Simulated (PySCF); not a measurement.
C₄H₃O (SMILES [c]1ccco1), doublet, geometry from GFN2-xTB; DF-SVWN5/def2-SVPD (PySCF).

Here is a job for PySCF.
```python
from pyscf import gto, scf, dft

mol = gto.Mole()
mol.atom = '''
    O    -0.00407297    0.07202035    1.17779240
    C     0.01523432    1.11149462    0.36439717
    C    -0.01720427   -1.02440881    0.38574577
    C     0.01590251    0.77672463   -0.94435828
    C    -0.00581900   -0.65162965   -0.92354072
    H    -0.03380726   -1.98146239    0.86699691
    H     0.02937772    1.41963845   -1.79726451
    H    -0.01166803   -1.28742368   -1.78553519
'''
mol.basis = 'def2-svpd'
mol.spin = 1
mol.verbose = 4
mol.build()

mf = dft.UKS(mol)
mf.xc = 'lda,vwn'
mf = mf.density_fit(auxbasis='def2-universal-jkfit')
mf.kernel()
```

Output, abridged:

```
PySCF version 2.14.0

[INPUT] verbose = 4
[INPUT] num. atoms = 8
[INPUT] num. electrons = 35
[INPUT] charge = 0
[INPUT] spin (= nelec alpha-beta = 2S) = 1
[INPUT] symmetry False subgroup None
[INPUT] Mole.unit = angstrom
[INPUT] Symbol           X                Y                Z      unit          X                Y                Z       unit  Magmom
[INPUT]  1 O     -0.004072970000   0.072020350000   1.177792400000 AA   -0.007696797814   0.136098736895   2.225705067594 Bohr   0.0
[INPUT]  2 C      0.015234320000   1.111494620000   0.364397170000 AA    0.028788692494   2.100420420728   0.688610851867 Bohr   0.0
[INPUT]  3 C     -0.017204270000  -1.024408810000   0.385745770000 AA   -0.032511358473  -1.935852090492   0.728953859009 Bohr   0.0
[INPUT]  4 C      0.015902510000   0.776724630000  -0.944358280000 AA    0.030051388593   1.467796824904  -1.784578512665 Bohr   0.0
[INPUT]  5 C     -0.005819000000  -0.651629650000  -0.923540720000 AA   -0.010996316319  -1.231401573146  -1.745239025684 Bohr   0.0
[INPUT]  6 H     -0.033807260000  -1.981462390000   0.866996910000 AA   -0.063886462422  -3.744421243226   1.638386710744 Bohr   0.0
[INPUT]  7 H      0.029377720000   1.419638450000  -1.797264510000 AA    0.055515844964   2.682727866402  -3.396337697301 Bohr   0.0
[INPUT]  8 H     -0.011668030000  -1.287423680000  -1.785535190000 AA   -0.022049381113  -2.432878161480  -3.374172494873 Bohr   0.0

nuclear repulsion = 153.527382219586
number of shells = 53
number of NR pGTOs = 183
number of NR cGTOs = 127
basis = def2-svpd
ecp = {}

******** <class 'pyscf.df.df_jk.DFUKS'> ********
method = DFUKS
initial guess = minao
damping factor = 0
level_shift factor = 0
DIIS = <class 'pyscf.scf.diis.CDIIS'>
diis_start_cycle = 1
diis_space = 8
diis_damp = 0
SCF conv_tol = 1e-09
SCF conv_tol_grad = None
SCF max_cycles = 50
direct_scf = False
number electrons alpha = 18  beta = 17
XC library pyscf.dft.libxc version 7.1.2
    S. Lehtola, C. Steigemann, M. J. T. Oliveira, and M. A. L. Marques,  SoftwareX 7, 1–5 (2018)
XC functionals = lda,vwn
    P. A. M. Dirac,  Math. Proc. Cambridge Philos. Soc. 26, 376 (1930)
    F. Bloch,  Z. Phys. 57, 545 (1929)
    S. H. Vosko, L. Wilk, and M. Nusair,  Can. J. Phys. 58, 1200 (1980)
radial grids:
    Treutler-Ahlrichs [JCP 102, 346 (1995); DOI:10.1063/1.469408] (M4) radial grids

becke partition: Becke, JCP 88, 2547 (1988); DOI:10.1063/1.454033
pruning grids: <function nwchem_prune>
grids dens level: 3
symmetrized grids: False
atomic radii adjust function: <function treutler_atomic_radii_adjust>
small_rho_cutoff = 0
Set gradient conv threshold to 3.16228e-05
tot grids = 99984
init E= -228.021043465556

cycle= 1 E= -227.163553034224  delta_E= 0.857  |g|= 0.366  |ddm|= 3.73
cycle= 2 E= -226.985753704224  delta_E= 0.178  |g|= 0.704  |ddm|= 1.26
cycle= 3 E= -227.220712872524  delta_E= -0.235  |g|= 0.115  |ddm|= 0.886
cycle= 4 E= -227.227161481108  delta_E= -0.00645  |g|= 0.0555  |ddm|= 0.31
cycle= 5 E= -227.228499826565  delta_E= -0.00134  |g|= 0.0226  |ddm|= 0.0813
cycle= 6 E= -227.228692621247  delta_E= -0.000193  |g|= 0.00771  |ddm|= 0.0293
cycle= 7 E= -227.228710247178  delta_E= -1.76e-05  |g|= 0.00455  |ddm|= 0.0147
cycle= 8 E= -227.228721530759  delta_E= -1.13e-05  |g|= 0.000799  |ddm|= 0.00659
cycle= 9 E= -227.228722075585  delta_E= -5.45e-07  |g|= 0.000348  |ddm|= 0.00216
cycle= 10 E= -227.228722137183  delta_E= -6.16e-08  |g|= 0.000168  |ddm|= 0.000745
cycle= 11 E= -227.228722154205  delta_E= -1.7e-08  |g|= 2.18e-05  |ddm|= 0.000299
cycle= 12 E= -227.22872215457  delta_E= -3.66e-10  |g|= 1.12e-05  |ddm|= 7.75e-05
Extra cycle  E= -227.22872215442  delta_E= 1.5e-10  |g|= 2.12e-05  |ddm|= 4.1e-05
converged SCF energy = -227.22872215442  <S^2> = 0.75780286  2S+1 = 2.0077877
```
